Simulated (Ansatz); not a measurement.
The cluster GeO₄H₄. The state is a singlet with charge 0. Geometry PBE-D4/def2-SVP, basis def2-TZVP, Ansatz.

```xyz
9

Ge   -0.7571   -0.4650   -0.6556
O     0.5631   -1.1380    0.4116
O     0.1237    1.6983    0.4238
O    -0.1969    1.2341   -0.9787
O     1.4753    1.4383    0.6522
H    -2.0817   -0.5164    0.1488
H    -0.7575   -1.1749   -2.0297
H     0.1839   -1.5258    1.2229
H     1.4472    0.4493    0.8047
```

```csv
run,HOMO (eV),LUMO (eV)
A,-7.95,-0.93
B,-6.51,-1.95
C,-8.23,-0.77
D,-6.13,-2.20
E,-10.45,1.12
```

The structure holds 2 bonds between oxygen atoms, so isomers without such links may lie far lower. Another isomer (singlet) lies 3.31 eV lower at PBE0-D4/def2-TZVP; other spin states weren't run for this one.

Q: The runs used PBE, PBE0, r2SCAN, r2SCAN0, ωB97M-V. Estimate which is which.

A: A PBE0 (25 % exact exchange); B r2SCAN (0 % exact exchange); C r2SCAN0 (25 % exact exchange); D PBE (0 % exact exchange); E ωB97M-V (range-separated). Exact exchange lowers occupied and raises empty levels; among semilocal functionals meta-GGAs tend to open the gap a little, and such runs are hard to tell apart. The gap grows from 3.93 eV (PBE) to 11.57 eV (ωB97M-V). The restricted singlet is unstable towards broken spin symmetry in Hartree–Fock (as tested in another run); at PBE0-D4/def2-TZVP, r2SCAN-D4/def2-TZVP, r2SCAN0-D4/def2-TZVP, PBE-D4/def2-TZVP and others this wasn't settled.
